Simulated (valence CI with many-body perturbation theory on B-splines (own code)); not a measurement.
**Re LXXI: calculated level list**

Calculated by valence CI with perturbative core correlation (CI+MBPT): three valence electrons over a frozen Dirac-Fock core [He], a basis of 11 s, 11 p, 10 d, 8 f, 5 g, 2 h functions for each j, with the one-electron correlation potential Σ1 (screened to all orders), the two-electron term Σ2, the three-electron term Σ3, Breit, model QED; selected single and double excitations, second order for the rest, scaled by the run's own slope (own B-spline code, finite nucleus).

The last digits are not significant, and no measured levels were compared; by estimate large intervals hold to a few tenths of a per cent, small ones and those within an open d or f shell to about a per cent.

Levels 91 to 135 of 165, with energies above the lowest level, (2s^2 2p1/2) J=1/2. "Leading %" is the weight of the configuration and term that name the level; weights of strongly mixed levels are sums over their largest components and can fall short. In the jj column 3d3/2^4 stands for four electrons in 3d with j = 3/2.

```
No.  Configuration  Term    J  E (Ry)  Leading %      g   Second component                 Leading jj
 91         2p2.3p   2P°  1/2  1000.6         87  0.621     8 % 2p2.3p 4D°   2p1/2 2p3/2 3p3/2 (99 %)
 92         2p2.3d    2G  7/2  1001.1         55  0.995     25 % 2p2.3d 2F   2p1/2 2p3/2 3d3/2 (99 %)
 93         2p2.3d    2D  5/2  1002.3         37  1.114     32 % 2p2.3d 2F   2p1/2 2p3/2 3d3/2 (99 %)
 94         2p2.3d    2D  3/2  1002.7         47  1.097     18 % 2p2.3d 2P  2p1/2 2p3/2 3d3/2 (100 %)
 95         2p2.3d    2P  1/2  1003.5         39  1.596     32 % 2p2.3d 4P  2p1/2 2p3/2 3d3/2 (100 %)
 96         2p2.3d    4D  7/2  1008.5         46  1.292     39 % 2p2.3d 4F  2p1/2 2p3/2 3d5/2 (100 %)
 97         2p2.3d    2G  9/2  1009.8         65  1.162     35 % 2p2.3d 4F  2p1/2 2p3/2 3d5/2 (100 %)
 98         2p2.3d    2P  3/2  1009.9         40  1.307     25 % 2p2.3d 4P   2p1/2 2p3/2 3d5/2 (99 %)
 99         2p2.3d    2F  5/2  1010.0         44  1.126     19 % 2p2.3d 4D   2p1/2 2p3/2 3d5/2 (99 %)
100         2p2.3d    2D  5/2  1011.3         57  1.249     28 % 2p2.3d 4P   2p1/2 2p3/2 3d5/2 (99 %)
101         2p2.3d    2F  7/2  1011.9         70  1.122     12 % 2p2.3d 4F   2p1/2 2p3/2 3d5/2 (99 %)
102         2p2.3d    2D  3/2  1012.5         57  0.959     30 % 2p2.3d 2P  2p1/2 2p3/2 3d5/2 (100 %)
103         2p2.3d    2P  1/2  1012.9         57  1.222     37 % 2p2.3d 2S  2p1/2 2p3/2 3d5/2 (100 %)
104         2p2.3s    4P  5/2  1072.7         65  1.427     35 % 2p2.3s 2D         2p3/2^2 3s (100 %)
105         2p2.3s    2P  3/2  1073.5         55  1.152     34 % 2p2.3s 2D         2p3/2^2 3s (100 %)
106         2p2.3s    2S  1/2  1078.1         68  1.977     21 % 2p2.3s 4P         2p3/2^2 3s (100 %)
107         2p2.3p   4P°  3/2  1079.2         28  1.422    20 % 2p2.3p 4S°      2p3/2^2 3p1/2 (100 %)
108         2p2.3p   2D°  5/2  1079.3         39  1.163    26 % 2p2.3p 2F°      2p3/2^2 3p1/2 (100 %)
109         2p2.3p   2P°  1/2  1084.4         75  0.644    17 % 2p2.3p 4D°      2p3/2^2 3p1/2 (100 %)
110         2s2.4s    2S  1/2  1085.5         98  1.991                                2s^2 4s (98 %)
111         2s2.4p   2P°  1/2  1088.2         98  0.654                             2s^2 4p1/2 (98 %)
112       2s.2p.4s   4P°  1/2  1098.7         77  2.193  22 % 2s.2p.4s 2P°        2s 2p1/2 4s (100 %)
113       2s.2p.4s   4P°  3/2  1100.9         50  1.499  36 % 2s.2p.4s 2P°         2s 2p1/2 4s (85 %)
114       2s.2p.4p    4D  1/2  1101.1         66  0.414   21 % 2s.2p.4p 2P     2s 2p1/2 4p1/2 (100 %)
115       2s.2p.4s   2P°  1/2  1101.7         87  0.865  13 % 2s.2p.4s 4P°        2s 2p1/2 4s (100 %)
116         2s2.4p   2P°  3/2  1102.4         84  1.356   9 % 2s.2p.4s 4P°          2s^2 4p3/2 (84 %)
117       2s.2p.4p    4D  3/2  1103.3         32  1.027   20 % 2s.2p.4p 2D      2s 2p1/2 4p1/2 (81 %)
118         2s2.4d    2D  3/2  1104.1         79  0.849    8 % 2s.2p.4p 4D          2s^2 4d3/2 (79 %)
119       2s.2p.4p    4P  1/2  1104.4         41  1.759   29 % 2s.2p.4p 2S     2s 2p1/2 4p1/2 (100 %)
120         2s2.4d    2D  5/2  1107.8         98  1.192                             2s^2 4d5/2 (98 %)
121         2s2.4f   2F°  5/2  1108.8         98  0.848                             2s^2 4f5/2 (98 %)
122         2s2.4f   2F°  7/2  1110.6         98  1.135                             2s^2 4f7/2 (98 %)
123         2p2.3p   4D°  7/2  1111.3         65  1.301    35 % 2p2.3p 2F°      2p3/2^2 3p3/2 (100 %)
124         2p2.3p   2D°  5/2  1111.3         52  1.299    38 % 2p2.3p 4P°      2p3/2^2 3p3/2 (100 %)
125         2p2.3p   2P°  1/2  1111.4         54  1.254    35 % 2p2.3p 2S°      2p3/2^2 3p3/2 (100 %)
126         2p2.3p   2P°  3/2  1115.3         62  1.297    15 % 2p2.3p 2D°      2p3/2^2 3p3/2 (100 %)
127       2s.2p.4p    4P  3/2  1115.4         30  1.362   27 % 2s.2p.4p 4D     2s 2p1/2 4p3/2 (100 %)
128       2s.2p.4d   4F°  3/2  1116.9         58  0.685  15 % 2s.2p.4d 2D°     2s 2p1/2 4d3/2 (100 %)
129         2p2.3d    2D  3/2  1117.0         30  1.165     26 % 2p2.3d 4P      2p3/2^2 3d3/2 (100 %)
130         2p2.3d    2F  7/2  1117.1         39  1.077     30 % 2p2.3d 2G      2p3/2^2 3d3/2 (100 %)
131         2p2.3d    4D  5/2  1117.1         29  1.133     24 % 2p2.3d 2F       2p3/2^2 3d3/2 (98 %)
132         2p2.3d    4P  1/2  1117.5         49  1.662     24 % 2p2.3d 2P       2p3/2^2 3d3/2 (99 %)
133         2p2.3p   2P°  3/2  1117.6         63  1.311    14 % 2p2.3p 2D°      2p3/2^2 3p3/2 (100 %)
134       2s.2p.4p    2P  1/2  1117.8         43  1.358   19 % 2s.2p.4p 2S      2s 2p1/2 4p3/2 (96 %)
135       2s.2p.4p    2D  5/2  1117.9         41  1.315   41 % 2s.2p.4p 4D     2s 2p1/2 4p3/2 (100 %)
```
